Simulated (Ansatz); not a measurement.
`C=C(C)B(C)F` and `C=C(C)B(F)Cl` differ in one atom or group.

Ansatz, PBE0-D4/def2-TZVP geometries, multiplicity 1. Each molecule was computed in one conformer, which needn't be the lowest.

```csv
property,`C=C(C)B(C)F`
LUMO energy (PBE0/def2-TZVPP) / eV,-1.18
HOMO–LUMO gap (ωB97M-V/def2-TZVPP) / eV,10.84
HOMO energy (ωB97M-V/def2-TZVPP) / eV,-9.93
HOMO energy (B3LYP/def2-TZVPP) / eV,-7.49
size of the dipole moment (ωB97M-V/def2-TZVPP) / D,1.44
LUMO energy (B3LYP/def2-TZVPP) / eV,-1.40
```

Question: Give the same properties after the change, and the shifts. (Estimate.)

Answer: Ansatz gave: 
```
                                          property  `C=C(C)B(F)Cl`  shift
                LUMO energy (PBE0/def2-TZVPP) / eV           -1.65  -0.47
           HOMO–LUMO gap (ωB97M-V/def2-TZVPP) / eV           10.72  -0.12
             HOMO energy (ωB97M-V/def2-TZVPP) / eV          -10.26  -0.33
               HOMO energy (B3LYP/def2-TZVPP) / eV           -7.84  -0.35
size of the dipole moment (ωB97M-V/def2-TZVPP) / D            1.86   0.42
               LUMO energy (B3LYP/def2-TZVPP) / eV           -1.85  -0.45
```

With PBE0 the HOMO falls by 0.36 eV and the LUMO falls by 0.47 eV, so the gap narrows by about 0.11 eV. PBE moves the HOMO by -0.34 eV and ωB97M-V by -0.33 eV. The zero-point energy changes by -91.4 kJ/mol with -9 modes. Dipoles are sizes alone; their direction can turn.

B3LYP here is the variant with VWN-RPA as its local correlation; programs differ in this.
